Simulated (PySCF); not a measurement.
**From a computed spectrum to the compound**

A species of 5 atoms with charge -1 has these harmonic modes (PBE0, small Gaussian bases with core potentials, PySCF 2.14.0):

```tsv
cm⁻¹	km/mol	symmetry
75	0.0	e
75	0.0	e
87	11.3	t2
87	11.3	t2
87	11.3	t2
299	0.0	a1
311	80.7	t2
311	80.7	t2
311	80.7	t2
```

Task: Which species is it, and in which structure?

Result: [DyCl4]− (singlet in the valence; each metal's 4f electrons, 9 of them, lie in its core potential, out of spins and levels):
```xyz
5

Dy    0.0000    0.0000    0.0000
Cl    1.4615    1.4615    1.4615
Cl   -1.4615   -1.4615    1.4615
Cl    1.4615   -1.4615   -1.4615
Cl   -1.4615    1.4615   -1.4615
```
Ideal gas at 298.15 K and 1 bar: S = 406.1 J/(mol K), Cp = 102.0 J/(mol K), H − H(0 K) = 24.3 kJ/mol (rigid rotor, harmonic modes, spin degeneracy alone, that of the 4f electrons in the core included). An lcecp potential fixes the number of 4f electrons, so in runs with it no electron can move into or out of that shell.
 This is one of several that fit.
